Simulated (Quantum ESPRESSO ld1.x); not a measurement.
Values are calculated unless marked as measured or tabulated.
Task: The aim is neutral zinc in [Ar] 3d10 4s2. This ld1.x (Quantum ESPRESSO 7.5) run was made with `OMP_NUM_THREADS=1 ld1.x < ld1.in > ld1.out`. Can the result be used? Name any fault.

```
 &input
    zed=30.0,
    iswitch=1,
    rel=1,
    dft='PZ',
    config='[Ar] 3d10 4s2 8s1',
    prefix='ld1',
    max_out_wfc=37,
    file_charge='ld1.rho',
 /
```

Output (excerpt):

```
     Program LD1 v.7.5 starts

 %%%%%%%%%%%%%%%%%%%%%%%%%%%%%%%%%%%%%%%%%%%%%%%%%%%%%%%%%%%%%%%%%%%%%%%%%%%%%%
     Error in routine el_config (8):
     wrong main quantum number
 %%%%%%%%%%%%%%%%%%%%%%%%%%%%%%%%%%%%%%%%%%%%%%%%%%%%%%%%%%%%%%%%%%%%%%%%%%%%%%

     stopping ...
```

Result: No (refused). The line at issue: config='[Ar] 3d10 4s2 8s1'. The program stops in el_config with "wrong main quantum number": the config string takes n from 1 to 7 alone. The sound input gives -1793.3162 hartree.
